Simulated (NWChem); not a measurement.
System: SnH₄O₄; SMILES [OH][Sn]([OH])([OH])[OH]

NWChem input:

```
start job
memory heap 200 mb stack 900 mb global 1100 mb
geometry units angstroms noautoz
  O      1.504613    -0.724112     1.037400
  Sn     0.000000     0.000000     0.000000
  O     -1.504613     0.724112     1.037400
  O      0.724112     1.504613    -1.037400
  O     -0.724112    -1.504613    -1.037400
  H      2.131233    -0.028819     1.274062
  H     -2.131233     0.028819     1.274062
  H      0.028819     2.131233    -1.274062
  H     -0.028819    -2.131233    -1.274062
end
basis spherical
  * library def2-svp
end
ecp
  Sn library def2-ecp
end
dft
  xc b3lyp
  iterations 150
  mulliken
end
task dft energy
```

Structure relaxed at the PBE0/def2-SVP level. Not confirmed as a minimum by frequencies. def2 effective core potentials on Sn; no spin-orbit coupling.

### Question
Predict the main results of this run. (B3LYP/def2-SVP with def2 effective core potentials on Sn.) Quantities: energy (Ha); highest occupied level (eV); orbital gap (eV).

### Answer
The energy (Ha) is -517.47 and the highest occupied level (eV) is -8.43. The orbital gap (eV) is 6.62.
